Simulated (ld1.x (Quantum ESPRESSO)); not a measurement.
carbon: variants of one TM potential

Base potential:

```json
{
  "Element": "carbon (C)",
  "Generator": "ld1.x (Quantum ESPRESSO) 7.5",
  "Type": "norm-conserving Troullier–Martins (Kleinman–Bylander form)",
  "Functional": "LDA (PZ)",
  "Relativity": "scalar-relativistic",
  "Frozen core": "[He]",
  "Valence charge": "4",
  "Reference configuration": "2s2 2p2",
  "Partial waves": "2p (bound): rc 2.45 bohr; 3d channel at 0.2 Ry: rc 2.65 bohr; 2s (bound): rc 1.20 bohr",
  "Local potential": "the s channel",
  "Core correction": "none"
}
```

Cutoffs, loose and tight: the cutoffs (Ry, on a coarse ladder) from which the occupation-weighted sum of valence levels, in a spherical-Bessel basis at the reference potential, stays within 10 and 1 mRy of its value at 400 Ry. They do not see the model core or the augmentation charge, which bear on the density cutoff. Test errors are all-electron minus pseudo excitation energies from the reference, over the configurations 2s2 2p1; 2s2 2p0; 2s1 2p0; 2s0 2p4; 2s1 2p3; 2s1 2p2; 2s2 2p1.5 (two spin-polarised tests are not counted in the largest error). A dash means not determined; rows that change the core or the reference have their own tests.

```tsv
change	outcome	cutoff, loose	cutoff, tight	bound ghosts	largest test error (meV)
base	generated	35 Ry	90 Ry	none	+1275
local potential the p channel	generated	35 Ry	90 Ry	none	+1233
wave 2s (bound): rc 1.20 bohr becomes 2s (bound): rc 1.62 bohr	generated	25 Ry	50 Ry	none	+1294
wave 3d channel at 0.2 Ry: rc 2.65 bohr becomes 3d channel at 0.2 Ry: rc 2.76 bohr	generated	35 Ry	90 Ry	none	+1275
all radii scaled by about 0.92 (s 1.10, p 2.26, d 2.44 bohr)	generated	35 Ry	90 Ry	none	+953
core correction a·sin(br)/r model core inside 0.90 bohr	generated	35 Ry	90 Ry	none	+1221
wave 3d channel at 0.2 Ry: rc 2.65 bohr becomes 3d channel at -0.15 Ry: rc 2.65 bohr	generated	35 Ry	90 Ry	none	+1275
wave 2s (bound): rc 1.20 bohr becomes 2s (bound): rc 0.96 bohr	generated	35 Ry	90 Ry	none	+1273
core correction a·sin(br)/r model core inside 1.18 bohr	generated	35 Ry	90 Ry	none	+1265
functional PBE	generated	35 Ry	90 Ry	none	+1197
wave 2p (bound): rc 2.45 bohr becomes 2p (bound): rc 2.40 bohr	generated	35 Ry	90 Ry	none	+1185
wave 2p (bound): rc 2.45 bohr becomes 2p (bound): rc 3.02 bohr	generated	35 Ry	90 Ry	none	+2290
```

Problem. What comes out with this change to the base: wave 2p (bound): rc 2.45 bohr becomes 2p (bound): rc 2.68 bohr?

Solution. outcome: generated; cutoff, loose: 35 Ry; cutoff, tight: 90 Ry; bound ghosts: none; largest test error (meV): +1591.
